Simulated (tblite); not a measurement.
Compound: C3H8SeSi.
Bonds: C1–C2 (double), C2–C3, C2–Si4, Si4–Se5. Hydrogens: H6, H7 on C1; H8, H9, H10 on C3; H11, H12 on Si4; H13 on Se5.

Computed with GFN2-xTB (tblite), gas phase: L-BFGS steps from a force-field or distance-geometry start until the largest atomic force falls under 0.01 eV/Å.

Step 156: E = -418.8837 eV
```
atom  x, y, z in Å  |  force x, y, z in eV/Å
C1      0.0297   -0.8553    1.5707   -0.022  -0.001   0.049
C2     -0.3103   -0.3186    0.4063    0.057  -0.046   0.050
C3     -1.2800   -0.9841   -0.5202   -0.026  -0.012   0.009
Si4     0.3770    1.3350   -0.1905   -0.015   0.018  -0.042
Se5     2.2184    1.9837    1.0083    0.008  -0.021   0.019
H6      0.7221   -0.3729    2.2442    0.009  -0.009  -0.042
H7     -0.3772   -1.7947    1.9153   -0.002   0.010  -0.018
H8     -1.6585   -1.9124   -0.0951    0.005   0.034  -0.013
H9     -0.7984   -1.2058   -1.4715   -0.016   0.009  -0.001
H10    -2.1188   -0.3186   -0.7222    0.015  -0.032  -0.005
H11     0.7937    1.2352   -1.5907   -0.005   0.008  -0.017
H12    -0.5719    2.4259    0.0115    0.002   0.027  -0.006
H13     2.9699    0.7829    0.7805   -0.009   0.016   0.015
```

Step 157: E = -418.8841 eV
```
atom  x, y, z in Å  |  force x, y, z in eV/Å
C1      0.0376   -0.8550    1.5669   -0.023   0.005   0.043
C2     -0.3089   -0.3172    0.4049    0.058  -0.031   0.050
C3     -1.2819   -0.9824   -0.5184   -0.004  -0.011   0.028
Si4     0.3744    1.3372   -0.1955    0.007   0.018  -0.037
Se5     2.2195    1.9873    1.0004    0.012  -0.062   0.010
H6      0.7311   -0.3719    2.2388    0.011  -0.012  -0.044
H7     -0.3652   -1.7965    1.9109   -0.005   0.008  -0.013
H8     -1.6572   -1.9114   -0.0931   -0.004   0.021  -0.006
H9     -0.8028   -1.2021   -1.4705   -0.009   0.002  -0.027
H10    -2.1215   -0.3178   -0.7166   -0.001  -0.019  -0.007
H11     0.7932    1.2371   -1.5956   -0.013   0.003  -0.011
H12    -0.5756    2.4280    0.0026    0.004   0.024  -0.002
H13     2.9529    0.7653    0.8118   -0.032   0.054   0.018
```

Step 158: E = -418.8846 eV
```
atom  x, y, z in Å  |  force x, y, z in eV/Å
C1      0.0399   -0.8548    1.5660   -0.014   0.009   0.020
C2     -0.3089   -0.3173    0.4047    0.035   0.002   0.011
C3     -1.2855   -0.9821   -0.5158    0.004  -0.016   0.003
Si4     0.3735    1.3371   -0.2014    0.032   0.011  -0.015
Se5     2.2181    1.9850    1.0032   -0.020  -0.041   0.001
H6      0.7350   -0.3703    2.2345    0.018  -0.013  -0.026
H7     -0.3595   -1.7976    1.9084   -0.012   0.003   0.001
H8     -1.6488   -1.9182   -0.0945   -0.002   0.042  -0.023
H9     -0.8117   -1.1888   -1.4749   -0.034   0.002   0.008
H10    -2.1333   -0.3226   -0.7021    0.030  -0.040   0.005
H11     0.8020    1.2372   -1.5995   -0.023  -0.004   0.005
H12    -0.5753    2.4312   -0.0108    0.014   0.010   0.000
H13     2.9502    0.7616    0.8289   -0.028   0.035   0.010
```

Step 159: E = -418.8849 eV
```
atom  x, y, z in Å  |  force x, y, z in eV/Å
C1      0.0421   -0.8521    1.5663   -0.007   0.010  -0.001
C2     -0.3067   -0.3157    0.4048    0.010   0.008  -0.019
C3     -1.2821   -0.9829   -0.5159    0.019  -0.009   0.002
Si4     0.3702    1.3406   -0.2039    0.037  -0.007   0.020
Se5     2.2223    1.9819    0.9926   -0.014  -0.041   0.001
H6      0.7383   -0.3669    2.2322    0.024  -0.010  -0.004
H7     -0.3556   -1.7959    1.9072   -0.014  -0.002   0.012
H8     -1.6517   -1.9143   -0.0913   -0.002   0.015  -0.006
H9     -0.8047   -1.1979   -1.4710   -0.020  -0.003  -0.004
H10    -2.1265   -0.3237   -0.7124    0.012  -0.011   0.008
H11     0.7851    1.2462   -1.6049   -0.012  -0.008  -0.018
H12    -0.5741    2.4354   -0.0018   -0.001   0.020   0.002
H13     2.9390    0.7457    0.8447   -0.033   0.039   0.006
```

**Question.** Estimate the geometry and energy of step 160. (The exact step hangs on the optimiser's Hessian estimate; all steps are aligned on step 159, rigid shifts and turns removed.)

**Answer.** E = -418.8851 eV, largest force 0.033 eV/Å
```
atom  x, y, z in Å  |  force x, y, z in eV/Å
C1      0.0435   -0.8528    1.5665   -0.002   0.010  -0.014
C2     -0.3053   -0.3156    0.4053   -0.002   0.000  -0.029
C3     -1.2818   -0.9816   -0.5154    0.013  -0.008  -0.005
Si4     0.3711    1.3401   -0.2054    0.021  -0.001   0.017
Se5     2.2214    1.9837    0.9905   -0.013  -0.023   0.006
H6      0.7420   -0.3688    2.2307    0.023  -0.009   0.003
H7     -0.3542   -1.7968    1.9066   -0.014   0.000   0.014
H8     -1.6523   -1.9131   -0.0918    0.005   0.014  -0.006
H9     -0.8057   -1.1955   -1.4717   -0.023  -0.002   0.010
H10    -2.1269   -0.3225   -0.7107    0.020  -0.009   0.011
H11     0.7835    1.2425   -1.6072   -0.011  -0.005  -0.011
H12    -0.5741    2.4353   -0.0032    0.007   0.010  -0.002
H13     2.9344    0.7455    0.8526   -0.023   0.023   0.004
```

The energy changes by -0.0003 eV. The first-order estimate −F·Δx gives -0.0003 eV and the mean of the old and new forces, exact on a quadratic surface, -0.0003 eV. The step makes an angle of 76° with the force vector and moves no atom by more than 0.009 Å.

What follows is the cost of the whole relaxation. Time: 0.98 s of wall time. Hardware: Arm Neoverse V2, one thread, no GPU, shared host with 192 logical CPUs at a one-minute load of 74.
